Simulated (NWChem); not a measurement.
System: CHO$_{2}$, doublet; SMILES [C](O)=O

Input file for NWChem:

```
start job
memory heap 200 mb stack 900 mb global 1100 mb
geometry units angstroms noautosym nocenter noautoz
  O     -0.175484     1.141737     0.000000
  C      0.418896     0.103054     0.000000
  O     -0.021672    -1.147002     0.000000
  H     -1.014934    -1.136882     0.000000
end
basis spherical
  * library def2-svp
end
dft
  odft
  mult 2
  xc xpbe96 cpbe96
  iterations 150
end
cosmo
  do_cosmo_smd true
  solvent propnol2
end
task dft energy
```

NWChem printed, in part:

```
             Northwest Computational Chemistry Package (NWChem) 7.3.0
             --------------------------------------------------------

                             Geometry "geometry" -> ""
                             -------------------------

 Output coordinates in angstroms (scale by  1.889725989 to convert to a.u.)

  No.       Tag          Charge          X              Y              Z
 ---- ---------------- ---------- -------------- -------------- --------------
    1 O                    8.0000    -0.17548400     1.14173700     0.00000000
    2 C                    6.0000     0.41889600     0.10305400     0.00000000
    3 O                    8.0000    -0.02167200    -1.14700200     0.00000000
    4 H                    1.0000    -1.01493400    -1.13688200     0.00000000

 Effective nuclear repulsion energy (a.u.)      62.8334343133

  pbe96 is a nonlocal functional; adding pw91lda local functional.

                                 NWChem DFT Module
                                 -----------------

 Summary of "ao basis" -> "ao basis" (spherical)
 ------------------------------------------------------------------------------
       Tag                 Description            Shells   Functions and Types
 ---------------- ------------------------------  ------  ---------------------
 O                          def2-svp                 6       14   3s2p1d
 C                          def2-svp                 6       14   3s2p1d
 H                          def2-svp                 3        5   2s1p

 in cosmo_initialize ...
 calling solv_data for solv:propnol2

 solvent parameters
 solvname_short: propnol2
 solvname_long:  2-propanol
 dielec:       19.2640
 dielecinf:     1.8978
 nonaqueous SMD model solvent descriptors
 dielec:       19.2640
 sola:          0.3300
 solb:          0.5600
 solc:          0.0000
 solg:         30.1300
 solh:          0.0000
 soln:          1.3776

          ---------------
          -cosmo- solvent
          ---------------
 Cosmo: York-Karplus, doi: 10.1021/jp992097l
 dielectric constant -eps-     =  19.26
 screen = (eps-1)/(eps    )    =   0.94809
 surface charge correction     = lagrangian

   van der Waals surface
 --------------------------

 ---------- ATOMIC COORDINATES (A.U.) ------------ VDWR(ANG.) --
     1   -0.33161668    2.15757008    0.00000000     1.700
     2    0.79159866    0.19474382    0.00000000     1.850
     3   -0.04095414   -2.16751949    0.00000000     1.700
     4   -1.91794716   -2.14839546    0.00000000     1.200
 number of segments per atom =        128
 number of   points per atom =        128
 atom (   nspa,  nppa )
 ----------------------
    1 (     84,     0 )       0
    2 (     68,     0 )       0
    3 (     72,     0 )       0
    4 (     60,     0 )       0
 number of -cosmo- surface points =      284
 molecular surface =     67.537 angstrom**2
 molecular volume  =     45.859 angstrom**3
 -lineq- algorithm             =   0
 -bem- low  level              =   3
 -bem- from -octahedral-
 gaussian surface charge width =   4.50000
 degree of switching           =   1.00000
 switching function tolerance  =   0.00010
 atomic radii =
 --------------
    1  8.000  1.700
    2  6.000  1.850
    3  8.000  1.700
    4  1.000  1.200
 ...... end of -cosmo- initialization ......

 nat:                     4
 ixmem:                  1008
 calling mnsol_interface()
 G(SMD-CDS) energy (kcal/mol)  =     4.258
 SMD-CDS SASA (angstrom**2)    =    83.014

            General Information
            -------------------
          SCF calculation type: DFT
          Wavefunction type:  spin polarized.
          No. of atoms     :     4
          No. of electrons :    23
           Alpha electrons :    12
            Beta electrons :    11
          Charge           :     0
          Spin multiplicity:     2
          Use of symmetry is: off; symmetry adaption is: off
          Maximum number of iterations: 150
          AO basis - number of functions:    47
                     number of shells:    21
          Convergence on energy requested:  1.00D-06
          Convergence on density requested:  1.00D-05
          Convergence on gradient requested:  5.00D-04

              XC Information
              --------------
          PerdewBurkeErnzerhof Exchange Functional  1.000
            Perdew 1991 LDA Correlation Functional  1.000 local
           PerdewBurkeErnz. Correlation Functional  1.000 non-local

             Grid Information
             ----------------
          Grid used for XC integration:  medium
          Radial quadrature: Mura-Knowles
          Angular quadrature: Lebedev.
          Tag              B.-S. Rad. Rad. Pts. Rad. Cut. Ang. Pts.
          ---              ---------- --------- --------- ---------
          O                   0.60       49           8.0       434
          C                   0.70       49           7.0       434
          H                   0.35       45           7.0       434
          Grid pruning is: on
          Number of quadrature shells:   192
          Spatial weights used:  Erf1

      Superposition of Atomic Density Guess
      -------------------------------------

 Sum of atomic energies:        -187.50639728

      Non-variational initial energy
      ------------------------------

 Total energy =    -188.437333
 1-e energy   =    -381.323264
 2-e energy   =     130.052497
 HOMO         =      -0.147487
 LUMO         =       0.068601

[...]

                                COSMO-SMD solvation results
                                ---------------------------

             internal energy in gas <Psi(g)|H|Psi(g)> =      -188.759396056201
         internal energy in solvent <Psi(s)|H|Psi(s)> =      -188.757470648967
                               delta internal energy  =         0.001925407235 (    1.21 kcal/mol)
   total free energy in solvent <Psi(s)|H+V/2|Psi(s)> =      -188.769994303049
 polarization energy contribution <Psi(s)|V/2|Psi(s)> =        -0.012523654083 (   -7.86 kcal/mol)
    total free energy in solvent including G(SMD-CDS) =      -188.763208879392
                       G(SMD-CDS) energy contribution =         0.006785423657 (    4.26 kcal/mol)
     1 M fixed-concentration free energy of solvation =        -0.003812823190 (   -2.39 kcal/mol)

                    DFT Final Alpha Molecular Orbital Analysis
                    ------------------------------------------

 Vector   10  Occ=1.000000D+00  E=-3.291746D-01
              MO Center=  7.7D-02, -7.1D-03, -3.6D-10, r^2= 2.0D+00
   Bfn.  Coefficient  Atom+Function         Bfn.  Coefficient  Atom+Function
  ----- ------------  ---------------      ----- ------------  ---------------
     5      0.369431  1 O  py                33      0.305999  3 O  py
    32     -0.263471  3 O  px                 4      0.241462  1 O  px
    18      0.232240  2 C  px                 8      0.228483  1 O  py
    36      0.217854  3 O  py                43      0.174044  4 H  s
    35     -0.147928  3 O  px                 7      0.146247  1 O  px

 Vector   11  Occ=1.000000D+00  E=-3.065070D-01
              MO Center= -8.1D-02, -1.4D-01,  4.9D-10, r^2= 1.8D+00
   Bfn.  Coefficient  Atom+Function         Bfn.  Coefficient  Atom+Function
  ----- ------------  ---------------      ----- ------------  ---------------
    34      0.499076  3 O  pz                 6     -0.435234  1 O  pz
    37      0.362987  3 O  pz                 9     -0.303200  1 O  pz
    20     -0.069102  2 C  pz                25     -0.045334  2 C  d -1

 Vector   12  Occ=1.000000D+00  E=-1.925760D-01
              MO Center=  3.8D-01,  2.7D-01, -8.0D-11, r^2= 1.6D+00
   Bfn.  Coefficient  Atom+Function         Bfn.  Coefficient  Atom+Function
  ----- ------------  ---------------      ----- ------------  ---------------
    17      0.481593  2 C  s                  4     -0.414501  1 O  px
    18      0.412810  2 C  px                 7     -0.326715  1 O  px
    31     -0.312632  3 O  s                 16      0.261379  2 C  s
    21      0.244872  2 C  px                44      0.165064  4 H  s
    33     -0.160333  3 O  py                43      0.147781  4 H  s

 Vector   13  Occ=0.000000D+00  E=-3.984520D-02
              MO Center=  2.5D-01,  1.9D-01, -5.5D-11, r^2= 1.5D+00
   Bfn.  Coefficient  Atom+Function         Bfn.  Coefficient  Atom+Function
  ----- ------------  ---------------      ----- ------------  ---------------
    20      0.609400  2 C  pz                23      0.537137  2 C  pz
     9     -0.398620  1 O  pz                 6     -0.395493  1 O  pz
    34     -0.296931  3 O  pz                37     -0.285123  3 O  pz

 Vector   14  Occ=0.000000D+00  E= 4.912696D-02
              MO Center= -1.2D+00, -1.1D+00, -1.8D-13, r^2= 2.0D+00
   Bfn.  Coefficient  Atom+Function         Bfn.  Coefficient  Atom+Function
  ----- ------------  ---------------      ----- ------------  ---------------
    44      1.254779  4 H  s                 31     -0.666344  3 O  s
    35      0.424615  3 O  px                32      0.335501  3 O  px
    43      0.258948  4 H  s                 30     -0.187708  3 O  s
    17     -0.183173  2 C  s                  4      0.139126  1 O  px
     7      0.117371  1 O  px                18     -0.104284  2 C  px

 Vector   15  Occ=0.000000D+00  E= 1.873576D-01
              MO Center= -9.9D-02,  5.6D-02,  3.6D-10, r^2= 2.2D+00
   Bfn.  Coefficient  Atom+Function         Bfn.  Coefficient  Atom+Function
  ----- ------------  ---------------      ----- ------------  ---------------
    17      2.199155  2 C  s                  3     -1.255307  1 O  s
    21     -1.008356  2 C  px                 8      0.563608  1 O  py
    36     -0.512847  3 O  py                31     -0.502903  3 O  s
    44     -0.404679  4 H  s                 18     -0.398275  2 C  px
    33     -0.291106  3 O  py                22      0.248397  2 C  py

                     DFT Final Beta Molecular Orbital Analysis
                     -----------------------------------------

 Vector    9  Occ=1.000000D+00  E=-4.062277D-01
              MO Center=  6.3D-02,  4.4D-03, -7.8D-08, r^2= 1.5D+00
   Bfn.  Coefficient  Atom+Function         Bfn.  Coefficient  Atom+Function
  ----- ------------  ---------------      ----- ------------  ---------------
    34      0.365351  3 O  pz                20      0.363118  2 C  pz
     6      0.353176  1 O  pz                37      0.231929  3 O  pz
     9      0.207525  1 O  pz                23      0.170246  2 C  pz
    27      0.028762  2 C  d  1

 Vector   10  Occ=1.000000D+00  E=-3.081655D-01
              MO Center=  5.5D-02,  3.1D-01, -1.3D-09, r^2= 1.9D+00
   Bfn.  Coefficient  Atom+Function         Bfn.  Coefficient  Atom+Function
  ----- ------------  ---------------      ----- ------------  ---------------
     5      0.364593  1 O  py                 4      0.332299  1 O  px
    33      0.272069  3 O  py                 8      0.235180  1 O  py
    18      0.219133  2 C  px                 7      0.216402  1 O  px
    32     -0.213927  3 O  px                36      0.202342  3 O  py
    43      0.140261  4 H  s                 35     -0.118771  3 O  px

 Vector   11  Occ=1.000000D+00  E=-3.031719D-01
              MO Center= -8.2D-02, -1.1D-01,  1.4D-09, r^2= 1.8D+00
   Bfn.  Coefficient  Atom+Function         Bfn.  Coefficient  Atom+Function
  ----- ------------  ---------------      ----- ------------  ---------------
    34      0.492491  3 O  pz                 6     -0.439587  1 O  pz
    37      0.360522  3 O  pz                 9     -0.308223  1 O  pz
    20     -0.074449  2 C  pz                25     -0.044925  2 C  d -1
    23     -0.026149  2 C  pz

 Vector   12  Occ=0.000000D+00  E=-1.251362D-01
              MO Center=  4.6D-01,  1.6D-01, -3.1D-10, r^2= 1.7D+00
   Bfn.  Coefficient  Atom+Function         Bfn.  Coefficient  Atom+Function
  ----- ------------  ---------------      ----- ------------  ---------------
    17      0.591972  2 C  s                 18      0.412567  2 C  px
    31     -0.360560  3 O  s                  4     -0.355829  1 O  px
     7     -0.301385  1 O  px                21      0.251659  2 C  px
    16      0.249046  2 C  s                 44      0.221857  4 H  s
    30     -0.165931  3 O  s                 43      0.162271  4 H  s

 Vector   13  Occ=0.000000D+00  E=-1.686583D-02
              MO Center=  2.6D-01,  1.9D-01, -6.4D-11, r^2= 1.4D+00
   Bfn.  Coefficient  Atom+Function         Bfn.  Coefficient  Atom+Function
  ----- ------------  ---------------      ----- ------------  ---------------
    20      0.614220  2 C  pz                23      0.548774  2 C  pz
     9     -0.394094  1 O  pz                 6     -0.389253  1 O  pz
    34     -0.290734  3 O  pz                37     -0.277518  3 O  pz

 Vector   14  Occ=0.000000D+00  E= 6.323602D-02
              MO Center= -1.1D+00, -1.0D+00,  7.5D-12, r^2= 2.1D+00
   Bfn.  Coefficient  Atom+Function         Bfn.  Coefficient  Atom+Function
  ----- ------------  ---------------      ----- ------------  ---------------
    44      1.242931  4 H  s                 31     -0.640179  3 O  s
    35      0.424469  3 O  px                32      0.340749  3 O  px
    43      0.249077  4 H  s                 17     -0.221890  2 C  s
    30     -0.180491  3 O  s                  4      0.156274  1 O  px
     7      0.136498  1 O  px                18     -0.120967  2 C  px

   alpha - beta orbital overlaps
   -----------------------------

   alpha      1      2      3      4      5      6      7      8      9     10
    beta      1      2      3      4      5      6      7      8      9     10
 overlap   1.000  1.000  1.000  0.999  0.999  0.997  0.994  0.976  0.999  0.980

   alpha     11     12     13     14     15     16     17     18     19     20
    beta     11     12     13     14     15     16     17     18     19     20
 overlap   1.000  0.990  0.999  0.998  0.999  0.999  0.966  1.000  0.966  1.000

   alpha     21     22     23     24     25     26     27     28     29     30
    beta     21     22     23     24     26     25     27     28     29     30
 overlap   0.998  0.999  1.000  0.997  0.997  1.000  1.000  0.998  1.000  1.000

   alpha     31     32     33     34     35     36     37     38     39     40
    beta     31     32     33     34     35     36     37     38     39     40
 overlap   0.997  0.831  0.831  0.997  1.000  0.999  0.999  1.000  1.000  0.998

   alpha     41     42     43     44     45     46     47
    beta     41     42     43     44     45     46     47
 overlap   0.998  0.999  0.999  1.000  0.999  1.000  1.000

     --------------------------
     Expectation value of S2:
     --------------------------
      <S2> =      0.7520 (Exact =     0.7500)

     Multipole analysis of the density
     ---------------------------------

[...]
```

Level: PBE/def2-SVP, spin-unrestricted, SMD on the gas-phase geometry. In the optimisation the excess spin sits in a' (Cs, its own frame). Coordinates come from a PBE-D3(BJ)/def2-SVP, spin-unrestricted optimisation. No stability test was run on the SCF state. Solvent: 2-propanol.
